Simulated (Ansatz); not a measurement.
One change: `N[Si](N)(N)F` becomes `N[Si](N)(F)Cl`.

Ansatz, PBE0-D4/def2-TZVP geometries, multiplicity 1. Each molecule was computed in one conformer, which needn't be the lowest.

| property | `N[Si](N)(N)F` |
| --- | --- |
| HOMO energy (PBE0/def2-TZVPP) / eV | -7.48 |
| zero-point energy (PBE0-D4/def2-TZVP) / kJ/mol | 213.8 |
| LUMO energy (PBE0/def2-TZVPP) / eV | 0.86 |
| LUMO energy (B3LYP/def2-TZVPP) / eV | 0.49 |
| HOMO–LUMO gap (B3LYP/def2-TZVPP) / eV | 7.71 |
| LUMO energy (PBE/def2-TZVPP) / eV | 0.04 |

Question: What does the change do to each property? (Estimate.)

Answer: Ansatz gave: 
```csv
property,`N[Si](N)(F)Cl`,shift
HOMO energy (PBE0/def2-TZVPP) / eV,-8.04,-0.56
zero-point energy (PBE0-D4/def2-TZVP) / kJ/mol,152.9,-60.9
LUMO energy (PBE0/def2-TZVPP) / eV,0.68,-0.18
LUMO energy (B3LYP/def2-TZVPP) / eV,0.31,-0.18
HOMO–LUMO gap (B3LYP/def2-TZVPP) / eV,8.08,0.37
LUMO energy (PBE/def2-TZVPP) / eV,-0.17,-0.21
```

With PBE0 the HOMO falls by 0.56 eV and the LUMO falls by 0.18 eV, so the gap widens by about 0.38 eV. PBE moves the HOMO by -0.57 eV and ωB97M-V by -0.48 eV. The zero-point energy changes by -60.9 kJ/mol with -6 modes.

B3LYP here is the variant with VWN-RPA as its local correlation; programs differ in this.
